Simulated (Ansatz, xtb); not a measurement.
Two conformers of GeH2O2Sb+

Structure I: `[OH][SbH][O+]=[Ge]`, a singlet. Structure II: `[OH][SbH][O+]=[Ge]`, a singlet. Both are isolated ions in the gas phase, relaxed with r2SCAN-D4/def2-SVP.

I (Å):

```xyz
6

Ge    1.2204    0.9045   -1.9381
O    -0.4534   -2.4960    0.2154
O     0.1256    0.2654   -0.8540
Sb   -1.3828   -0.7762    0.2656
H     0.2421   -2.6105    0.8831
H    -0.6210   -0.1858    1.6999
```

II (Å):

```xyz
6

Ge    2.2396   -2.5756    0.4790
O     0.0320    0.6837   -1.1622
O     1.0343   -2.0552   -0.5488
Sb   -0.4209   -1.1141   -1.8066
H    -0.6458    1.0457   -0.5677
H     0.8042   -1.0218   -3.0029
```

Energies in hartree; the thermal terms are from r2SCAN-D4/def2-SVP harmonic frequencies (ideal gas, rigid rotor, one conformer each, 298.15 K, 1 atm) and include the zero-point energy:

```
                               I            II
E, CCSD(T)/def2-SVP  −2465.637761  −2465.638923
    E, MP2/def2-SVP  −2465.601649  −2465.602755
  E, MP2/def2-TZVPP  −2466.421040  −2466.422130
  zero-point energy      0.023922      0.024273
       H(298 K) − E      0.031124      0.031432
       G(298 K) − E     −0.009241     −0.008949
```

Correct the CCSD(T) difference for the basis set by the MP2 change, then work out ΔE, ΔE₀, ΔH and ΔG for I → II in kJ/mol (1 Eh = 2625.50 kJ/mol) and the equilibrium ratio [II]/[I].

1. Differences II − I: CCSD(T) −0.001162, MP2 in the small set −0.001106, MP2 in the large set −0.001090 Eh.
2. ΔE = −0.001162 + (−0.001090 − (−0.001106)) = −0.001146 Eh = −3.01 kJ/mol.
3. ΔE₀ = ΔE + ΔZPE = −0.001146 + (+0.000351) Eh = −2.09 kJ/mol.
4. ΔH = ΔE + (+0.000308) Eh = −2.20 kJ/mol.
5. ΔG = ΔE + (+0.000292) Eh = −2.24 kJ/mol, so ΔS = (ΔH − ΔG)/T = +0.1 J/(mol K).
6. kT = 0.9442 mEh, so K = [II]/[I] = exp(−ΔG/kT) = exp(+0.90) ≈ 2.5.

The two are too close for this level to say which is favoured. An error of 4 kJ/mol in ΔG would change K by a factor of 5. Mirror images and further conformers aren't counted.

Other levels gave ΔE = −3.4 (r2SCAN-D4/def2-SVP); −0.9 (HF/def2-SVP); −2.9 (MP2/def2-SVP); −3.0 (CCSD(T)/def2-SVP) kJ/mol. The correlated steps freeze 15 core orbitals; the filled d shell of Ge and Sb is correlated, in a basis made for valence electrons. Atoms past krypton carry core potentials in the def2 sets, without spin–orbit terms. Programs: Ansatz 0.2.0.
